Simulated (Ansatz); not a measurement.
C₂H₈FNSi (`CN[SiH](C)F`), 13 atoms. Total charge 0; spin multiplicity 1. All runs use 4 threads of a server CPU on a shared host. Correlated methods freeze the cores.

(1) Give the basis size and wall time and peak host memory of each of these runs in Ansatz. RKS revPBE-D4/def2-TZVPP energy; RKS PBE0-D4/def2-TZVP relaxation (7 steps); RHF-MP2/def2-QZVPP energy; RKS PBE0-D4/def2-SVP energy; RKS PBE0-D4/def2-QZVPP energy; RKS PBE0-D4/def2-TZVP frequencies; RKS B2PLYP (frozen core)/def2-TZVPP energy; RKS r2SCANh-D4/def2-TZVPP energy; RKS ωB97M-V/def2-QZVPP energy; RHF-CCSD(T)/def2-SVP energy; RKS ωB97M-V/def2-SVP energy; RHF-CCSD(T)/def2-TZVPP energy. (An estimate is asked.)

Answers

(1) Computed: Other jobs shared the machine, so times are rough.

| level | job | functions | wall time | peak host memory (GiB) |
| --- | --- | --- | --- | --- |
| RKS PBE0-D4/def2-SVP | energy | 114 | 1.3 s | 0.25 |
| RKS revPBE-D4/def2-TZVPP | energy | 278 | 3.7 s | 0.37 |
| RKS ωB97M-V/def2-SVP | energy | 114 | 5.5 s | 0.36 |
| RKS r2SCANh-D4/def2-TZVPP | energy | 278 | 6 s | 0.72 |
| RKS B2PLYP (frozen core)/def2-TZVPP | energy | 278 | 7.5 s | 0.76 |
| RHF-CCSD(T)/def2-SVP | energy | 114 | 8 s | 0.6 |
| RKS PBE0-D4/def2-QZVPP | energy | 538 | 13 s | 2 |
| RKS ωB97M-V/def2-QZVPP | energy | 538 | 27 s | 2.5 |
| RKS PBE0-D4/def2-TZVP | relaxation (7 steps) | 209 | 35 s | 0.53 |
| RHF-MP2/def2-QZVPP | energy | 538 | 48 s | 3.9 |
| RKS PBE0-D4/def2-TZVP | frequencies | 209 | 3.4 min | 0.57 |
| RHF-CCSD(T)/def2-TZVPP | energy | 278 | 5 min | 8 |
